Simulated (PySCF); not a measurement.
SMILES CCCS(=O)(=O)O, C₃H₈O₃S

Cartesian coordinates in Å; atom numbers follow the order of the lines, from 1:
```xyz
15

C    -1.843    0.413   -0.197
C    -0.942   -0.799   -0.015
C     0.502   -0.604   -0.456
S     1.369    0.582    0.561
O     0.936    1.924    0.236
O     1.396    0.106    1.936
O     2.880    0.406   -0.024
H    -1.847    0.754   -1.245
H    -1.515    1.261    0.420
H    -2.878    0.166    0.080
H    -1.332   -1.650   -0.598
H    -0.940   -1.124    1.038
H     0.593   -0.232   -1.488
H     1.084   -1.531   -0.358
H     3.418    0.060    0.705
```

Computed with TDDFT CAM-B3LYP/aug-cc-pVDZ excited states, vertical, gas phase in PySCF 2.14.0. Geometry: PBE0-D3(BJ)/def2-SVP.

(1) Give the one- and two-photon strengths of the lowest singlets.

## Answers

(1) δ for parallel linear polarisation; σ at the peak of a Lorentzian of half width 0.1 eV, single beam; Ω is circular over linear.
| state | E (eV) | f | photon λ (nm) | δ (au) | σ (GM) | Ω | main |
| --- | --- | --- | --- | --- | --- | --- | --- |
| S1 | 7.75 | 0.013 | 320 | 14.1 | 0.31 | 0.54 | HOMO→LUMO 0.42, HOMO−1→LUMO 0.21 |
| S2 | 7.93 | 0.040 | 313 | 22 | 0.51 | 1.02 | HOMO−1→LUMO 0.45, HOMO→LUMO 0.32 |
| S3 | 8.16 | 0.032 | 304 | 25.8 | 0.63 | 0.82 | HOMO→LUMO+1 0.34, HOMO−2→LUMO 0.18 |
| S4 | 8.24 | 0.001 | 301 | 0.79 | 0.02 | 1.27 | HOMO−2→LUMO 0.35, HOMO−2→LUMO+1 0.11 |
| S5 | 8.34 | 0.010 | 297 | 28.3 | 0.72 | 0.30 | HOMO−1→LUMO+1 0.34, HOMO−2→LUMO 0.12 |
| S6 | 8.59 | 0.016 | 289 | 15.2 | 0.41 | 1.50 | HOMO−3→LUMO 0.51, HOMO−3→LUMO+1 0.15 |

Among these, the strongest one-photon state is S2, the strongest two-photon state S5, with a dipole change of 4.2 D (relaxed, norm of the difference vector).
